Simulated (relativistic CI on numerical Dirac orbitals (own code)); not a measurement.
Ligand-field terms of d6

Computed with a parametric ligand-field model of a d^n configuration (Racah B and C, spin-orbit zeta, crystal field), exact diagonalisation.

Field parameters in Wybourne normalisation: Oh B⁴₀ = 21Dq, B⁴₄ = √(5/14) B⁴₀. The field is a parameter set, without covalency.

B = 670 cm⁻¹, C = 2670 cm⁻¹ (C/B = 3.99), Oh, no spin-orbit coupling. Tanabe-Sugano data, E/B above the lowest term (Δ = |10Dq|; b, c mark the second and third term of a kind):

```csv
Δ/B,5T2,5E,3T1,3T2,3T1(b),1A1,1T1,1T2
1.0,0.00,1.00,19.68,20.00,20.62,29.02,29.46,29.89
3.0,0.00,3.00,18.51,19.74,20.92,25.94,27.91,29.76
5.0,0.00,5.00,16.93,19.13,20.94,22.46,26.14,29.54
7.0,0.00,7.00,15.21,18.23,20.95,18.84,24.32,29.23
9.0,0.00,9.00,13.42,17.10,20.96,15.14,22.46,28.80
11.0,0.00,11.00,11.60,15.80,20.97,11.39,20.57,28.21
13.0,0.00,13.00,9.75,14.38,20.98,7.61,18.67,27.42
15.0,0.00,15.00,7.88,12.87,20.98,3.79,16.75,26.43
17.0,0.05,17.05,6.04,11.32,21.04,0.00,14.87,25.30
19.0,3.90,22.90,8.00,13.53,24.90,0.00,16.79,27.83
21.0,7.77,28.77,9.96,15.70,28.77,0.00,18.71,30.25
23.0,11.65,34.65,11.92,17.85,32.66,0.00,20.65,32.59
25.0,15.55,40.55,13.89,19.98,36.56,0.00,22.59,34.87
27.0,19.45,46.45,15.86,22.09,40.46,0.00,24.53,37.11
29.0,23.36,52.36,17.84,24.18,44.38,0.00,26.48,39.30
31.0,27.28,58.28,19.81,26.27,48.30,0.00,28.43,41.47
33.0,31.20,64.20,21.79,28.34,52.22,0.00,30.38,43.61
35.0,35.13,70.13,23.76,30.40,56.15,0.00,32.34,45.74
37.0,39.06,76.06,25.74,32.46,60.09,0.00,34.30,47.84
39.0,43.00,82.00,27.72,34.51,64.03,0.00,36.26,49.94
41.0,46.94,87.94,29.71,36.55,67.97,0.00,38.23,52.02
43.0,50.89,93.89,31.69,38.59,71.92,0.00,40.19,54.10
45.0,54.83,99.83,33.67,40.63,75.87,0.00,42.16,56.16
47.0,58.79,105.79,35.66,42.66,79.82,0.00,44.13,58.22
```

The ground term changes from 5T2 to 1A1 between Δ/B = 15.0 and 17.0.
